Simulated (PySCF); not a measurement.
This script is equivalent to a calculation on O³⁺ (oxygen, charge +3).

```python
from pyscf import gto, scf, dft, mp, cc
import basis_set_exchange as bse
mol = gto.M(atom="O 0 0 0", charge=3, spin=1, symmetry="D2h",
            basis=gto.basis.parse(bse.get_basis("x2c-QZVPPall", elements=["O"], fmt="nwchem")),
            nucmod="G")
mf = dft.UKS(mol, xc="TPSS").sfx2c1e()
mf.irrep_nelec = {'Ag': (2, 2), 'B2u': (1, 0)}
mf.kernel()
```

Task: What total energy does it give?

Result: -71.322 hartree (calculated).

Task: Which occupied shell lies highest, and where?

Result: 2p α, at -67.409 eV.

Task: What is ⟨S²⟩, and what would a pure spin state give?

Result: 0.751, against 0.75.
